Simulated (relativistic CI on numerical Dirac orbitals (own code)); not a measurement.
## How well does a small relativistic CI reproduce Cs?

Computed by Dirac-Coulomb-Breit CI, KLI orbitals optimised for each configuration, model QED, valence Slater integrals scaled by 0.85, P86 correlation energy added to each configuration (own radial code, finite nucleus).

CI space (outside the closed core [Xe]): 6s, 6p, 5d, 7s, 7p, 6d, 8s, 8p, 7d, 5f, 9s, 5g, 4f, 9p, 8d, 10s, 10p. Levels of other configurations are missing.

```csv
Configuration,Term (tabulated),J,Measured (cm⁻¹),Computed,Error,Purity (%)
6s,2S,1/2,0.0,0,0,100
6p,2P°,1/2,11178.3,9982,-1197,100
6p,2P°,3/2,11732.3,10363,-1370,100
5d,2D,3/2,14499.3,14362,-137,100
5d,2D,5/2,14596.8,14286,-311,100
7s,2S,1/2,18535.5,17504,-1031,100
7p,2P°,1/2,21765.3,20795,-970,100
7p,2P°,3/2,21946.4,20919,-1027,100
6d,2D,3/2,22588.8,21825,-764,100
6d,2D,5/2,22631.7,21756,-876,100
```

Measured levels from NIST Handbook of Basic Atomic Spectroscopic Data (Sansonetti and Martin, J. Phys. Chem. Ref. Data 34, 1559 (2005)); pairs were made by configuration, J and term (by order where the table uses no LS term), so strongly mixed levels may be paired wrongly.

Mean error by configuration (cm⁻¹): 6p -1283; 5d -224; 7s -1031; 7p -999; 6d -820. Over the excited levels the mean absolute error is 854 cm⁻¹ (9 of the 9 excited levels that our extract of the source holds in range could be paired), and the median relative error of those above 1,000 cm⁻¹ is 4.5 %.

Transition probabilities of persistent lines. The last column rescales the computed rate by the cube of measured over computed energy:

```tsv
λ measured (Å)	Lower	Upper	A tabulated (s⁻¹)	A computed	A rescaled
4555.28 air	6s ²S1/2	7p ²P°3/2	1.88e+06	3.81e+06	4.40e+06
4593.17 air	6s ²S1/2	7p ²P°1/2	8.00e+05	2.45e+06	2.81e+06
8521.13 air	6s ²S1/2	6p ²P°3/2	3.28e+07	3.01e+07	4.37e+07
8943.47 air	6s ²S1/2	6p ²P°1/2	2.87e+07	2.72e+07	3.82e+07
```
